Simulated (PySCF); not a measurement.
Ge(F)(OMe) (CH3FGeO), SMILES [Ge]([F])[O]C (connectivity only; charge and spin as stated), neutral, multiplicity 1. Geometry: PBE0-D3(BJ)/def2-SVP. One conformer was computed; it need not be the lowest.

These are PBE0-D3(BJ)/def2-SVP run with PySCF values and carry that method's errors.

Harmonic wavenumbers (cm⁻¹): 107, 175, 194, 336, 618, 663, 1140, 1172, 1191, 1456, 1471, 1479, 3035, 3126, 3143. Rotational constants (GHz): 8.698, 3.837, 2.708; symmetry number 1.

**Question.** Work out the zero-point energy and the ideal-gas rigid-rotor harmonic-oscillator thermochemistry at 298.15 K and 1 atm.

**Answer.** ZPE = ½ Σ hcν = ½ × 19306 cm⁻¹ = 27.60 kcal/mol. H − E(el) = 31.61 kcal/mol. Entropy in cal/(mol K): translation 40.33, rotation 25.68, vibration 10.07, total 76.07. G − E(el) = 8.93 kcal/mol. Cp = 18.04 cal/(mol K). Modes under 150 cm⁻¹ make the vibrational entropy uncertain.
